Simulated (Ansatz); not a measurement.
H$_{3}$Si, doublet, at a GFN2-xTB geometry. Base run: Ansatz (a program for electronic structure) with CCSD(T)/6-31G.

Ansatz was given this input:
Ansatz 0.2 input:
```yaml
crystal:
  periodic: [false, false, false]
  atoms:
    - {symbol: Si, position_ang: [0.00172380, 0.00046639, 0.05606838]}
    - {symbol: H, position_ang: [-0.01025152, 1.41163100, -0.27334508]}
    - {symbol: H, position_ang: [1.21691602, -0.70748096, -0.29344641]}
    - {symbol: H, position_ang: [-1.23079768, -0.71067955, -0.21816587]}
basis:
  gaussian:
    orbitals: 6-31G
magnetization: {spin_polarized: true, initial_magnetization: 1}
correlation: {method: ccsd_t}
```

Variants of this job, named by their change:

```csv
change,ΔE vs base (kcal/mol),MP2 correlation (Eh),CC correlation without the perturbative part (Eh),basis functions
base,0.000,-0.04799,-0.06726,19
diis_vectors = 4,0.000,-0.04799,-0.06726,19
method = bccd,0.431,-0.04799,-0.06726,19
reference functional = pbe0,0.79,-,-0.07039,19
lower_state_search = off,0.000,-0.04799,-0.06726,19
diis_vectors = 2,0.000,-0.04799,-0.06726,19
method = rpa,-3.72,-,-,19
method = ccsd,0.429,-0.04799,-0.06726,19
accuracy = high,-0.002,-0.04799,-0.06726,19
method = bccd_t,-0.004,-0.04799,-0.06726,19
```
